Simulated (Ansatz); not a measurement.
Calculated with Ansatz (gas phase, PBE0-D4/def2-TZVP geometries, no zero-point term in ΔE). CBS: MP2 limit from def2 TZ/QZ plus the TZ coupled-cluster correction, frozen cores. This one scheme is used for every species. Functionals use def2-TZVPP. B3LYP here is the variant with VWN-RPA as its local correlation; programs differ in this. For Br outer-core shells are correlated without core-valence functions, which leaves a few kJ/mol of doubt a bond. Scalar relativity is left out up to krypton.

`Cl[Si](Cl)(Br)Br` → Br₂ + `Cl[Si]Cl`  (silylene formation by 1,1-elimination)

```csv
level,ΔE (eV)
B97M-V,4.23
B3LYP-D4,4.00
ωB97M-V,4.16
r2SCAN,4.36
BHLYP,4.08
MP2/def2-SVP,4.52
CCSD/def2-TZVPP,4.20
MP2/def2-QZVPP,4.66
```

Question: What does CCSD(T)/CBS give? (Best estimate.)

Answer: Computed: +4.32 eV. The listed levels differ from it by -0.09, -0.32, -0.16, 0.04, -0.24, 0.20, -0.12, 0.34 eV.

Largest T1 diagnostic among the species: 0.013.

From BLYP to BHLYP (50 % exact exchange), in def2-TZVPP and without D4, ΔE moves by +0.69 eV. The D4 term adds +0.27 eV with B3LYP and +0.14 eV with PBE0; it sums over pairs of atoms, weighted by their polarisabilities, and B3LYP, whose exchange is more repulsive, gets the larger term.
